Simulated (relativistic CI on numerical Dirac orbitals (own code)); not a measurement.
## Sensitivity of the levels of Nd⁴³⁺ to α and to the nuclear radius

These numbers are calculated, not measured: Dirac-Coulomb-Breit CI, separate exchange-only KLI orbitals for each configuration, derivatives by finite differences, unscaled Slater integrals, QED left out (own radial code, finite nucleus).

Configurations in the expansion (outside the closed core [Ne]): 3s2 3p5, 3s 3p6, 3s2 3p4 3d, 3s 3p5 3d, 3p6 3d, 3s 3p4 3d2, 3p5 3d2, 3p4 3d3. Double excitations out of closed p, d and f shells are left out; levels of such configurations are missing from the list, as are those of other unlisted configurations, and high levels can miss mixing partners.

With x = (α/α₀)² − 1 an excitation energy changes as ω = ω₀ + qx; K = 2q/ω₀ is the relative enhancement. Terms are leading LS components, so labels can repeat. The field-shift factor is F = δν/δ⟨r²⟩ for the transition from the lowest level.

Lowest level 3s2 3p5 2P°_3/2.

| Level | ω₀ (cm⁻¹) | q (cm⁻¹) | F (GHz/fm²) |
| --- | --- | --- | --- |
| 3s2 3p5 2P°_1/2 | 1031867 | 1.168e+06 | -65 |
| 3s2 3p4 3d 4D_3/2 | 1417712 | 62830 | 1.71 |
| 3s2 3p4 3d 4D_5/2 | 1446036 | 79880 | 2.27 |
| 3s2 3p4 3d 4P_1/2 | 1452349 | 85210 | -25 |
| 3s2 3p4 3d 4F_7/2 | 1484051 | 61420 | 3.15 |
| 3s2 3p4 3d 2D_3/2 | 1603007 | 83100 | 0.506 |
| 3s2 3p4 3d 2F_7/2 | 1664382 | 295500 | 5.23 |
| 3s2 3p4 3d 4F_9/2 | 1685339 | 289600 | 7.25 |
| 3s2 3p4 3d 2P_1/2 | 1688922 | 393800 | -154 |
| 3s2 3p4 3d 2D_5/2 | 1861838 | 309500 | 2.79 |
| 3s2 3p4 3d 2D_3/2 | 1902462 | 335800 | 2.77 |
| 3s2 3p4 3d 2D_5/2 | 1929373 | 349100 | -0.836 |
| 3s 3p6 2S_1/2 | 2158382 | 1.222e+06 | -1210 |

At this charge energies of transitions that change n are usually good to better than 1 %, and those within a shell (Δn = 0) to a few per cent.

Which transition from the lowest level has the largest |K|?

3s2 3p5 2P°_1/2 at 1031867 cm⁻¹, K = 2.26.
